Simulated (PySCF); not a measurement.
## Converging NaI in the basis (CCSD(T))

PySCF, RHF reference; singlet, unpaired electrons none; De to Na + I without counterpoise correction. Frozen cores follow the default of each basis and core potential.

| basis | relativity | functions | Re (Å) | ωe (cm⁻¹) | De (eV) | frozen orbitals |
| --- | --- | --- | --- | --- | --- | --- |
| def2-SVP | scalar-relativistic core potentials | 41 | 2.756 | 250 | 3.06 | 5 |
| x2c-SVPall | spin-free X2C | 51 | 2.740 | 259 | 3.10 | 19 |
| def2-SVPD | scalar-relativistic core potentials | 53 | 2.785 | 241 | 3.22 | 5 |
| aug-cc-pVDZ/aug-cc-pVDZ-PP | scalar-relativistic core potentials | 59 | 2.788 | 238 | 3.20 | 5 |
| def2-TZVPP | scalar-relativistic core potentials | 82 | 2.726 | 253 | 3.22 | 5 |

(1) How does each smaller set differ from the one with most functions, def2-TZVPP?

Correlated steps freeze the inner cores (5 to 19 orbitals); shallow outer-core shells are correlated. Correlated levels converge slowly with the basis: in double zeta they bind strong bonds too weakly, by up to about 1 eV, and carry superposition errors of some tenths. These are scalar-relativistic numbers at best; spin–orbit coupling would shift them, the dissociation energy most. Where the molecule has an RHF reference, its open-shell atoms are computed with UHF.

## Answers

(1) def2-SVP: +3.0 pm, -1.2 % in ωe, -0.16 eV in De; x2c-SVPall: +1.4 pm, +2.4 % in ωe, -0.12 eV in De; def2-SVPD: +5.9 pm, -4.7 % in ωe, +0.00 eV in De; aug-cc-pVDZ/aug-cc-pVDZ-PP: +6.2 pm, -5.9 % in ωe, -0.02 eV in De. All at CCSD(T); the set with most functions is neither the basis-set limit nor always the best. The rows treat relativity differently, so the differences are not basis effects alone.
